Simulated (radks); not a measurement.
Species: neutral iridium. Configuration: [Xe] 4f14 5d7 6s2 (the NIST ground configuration). Method: scalar-relativistic Kohn-Sham, LDA (Slater exchange, VWN5 correlation), spin-polarised, spherical densities, finite nucleus; open shells are filled with parallel spins first (spin-orbit coupling, left out, can overturn this in heavy ions); Fermi nuclear charge, rms radius 5.4032 fm; hard spherical wall at 1.5 bohr; computed with a radial shooting solver on a logarithmic mesh with Libxc functionals.

Unscreened Slater integrals over Kohn-Sham orbitals (cm^-1). They are taken over the spin-up orbitals. Empty in this configuration: 5f.

| integral | value |
|---|---|
| F0(6s,6s) | 215580 |
| F0(6s,5d) | 212210 |
| G2(6s,5d) | 34676 |
| F0(6s,5p) | 214000 |
| G1(6s,5p) | 28998 |
| F0(6s,5f) | 217850 |
| G3(6s,5f) | 37551 |
| F0(5d,5d) | 212950 |
| F2(5d,5d) | 117730 |
| F4(5d,5d) | 85020 |
| F0(5d,5p) | 214820 |
| F2(5d,5p) | 120040 |
| G1(5d,5p) | 147660 |
| G3(5d,5p) | 98626 |
| F0(5d,5f) | 216710 |
| F2(5d,5f) | 110430 |
| F4(5d,5f) | 78222 |
| G1(5d,5f) | 132880 |
| G3(5d,5f) | 88501 |
| G5(5d,5f) | 67533 |
| F0(5p,5p) | 217280 |
| F2(5p,5p) | 124190 |
| F0(5p,5f) | 217920 |
| F2(5p,5f) | 110910 |
| G2(5p,5f) | 99831 |
| G4(5p,5f) | 72904 |
| F0(5f,5f) | 224230 |
| F2(5f,5f) | 110210 |
| F4(5f,5f) | 77560 |
| F6(5f,5f) | 60663 |

Derived for the open shells (J is the average intra-shell exchange parameter used in DFT+U). 5d: Racah B = F2/49 - 5 F4/441 = 1439 cm^-1, C = 35 F4/441 = 6748 cm^-1, C/B = 4.69, F4/F2 = 0.722, J = (F2 + F4)/14 = 14480 cm^-1.
